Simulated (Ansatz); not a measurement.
`[CH3][GeH]([F])[SiH3]` → `[CH3][GeH]` + `F[SiH3]`  (germylene formation by 1,1-elimination)

Program: Ansatz. Geometries: PBE0-D4/def2-TZVP. ΔE: electronic, gas phase. CCSD(T)/CBS adds triple-zeta CCSD(T) − MP2 to the extrapolated MP2 energy (def2 sets, frozen cores). This one scheme is used for every species. Functionals use def2-TZVPP. For Ge outer-core shells are correlated without core-valence functions, which leaves a few kJ/mol of doubt a bond. Scalar relativity is left out up to krypton.

| species | BLYP-D4 energy (Eh) |
| --- | --- |
| `[CH3][GeH]([F])[SiH3]` | -2508.79447 |
| `[CH3][GeH]` | -2117.52626 |
| `F[SiH3]` | -391.23165 |

Question: Work out ΔE.

Answer: ΔE = (-2117.52626) + (-391.23165) − (-2508.79447) = 0.03656 Eh = +0.99 eV. CCSD(T)/CBS gives +1.15 eV.

Largest T1 diagnostic among the species: 0.012.

At CCSD(T), def2-SVP lies +0.11 eV from the extrapolated value and def2-TZVPP +0.08 eV. The D4 term adds +0.13 eV with B3LYP and +0.07 eV with PBE0; it sums over pairs of atoms, weighted by their polarisabilities, and B3LYP, whose exchange is more repulsive, gets the larger term. From PBE to PBE0 (25 % exact exchange), in def2-TZVPP and without D4, ΔE moves by +0.05 eV.

B3LYP here is the variant with VWN-RPA as its local correlation; programs differ in this.
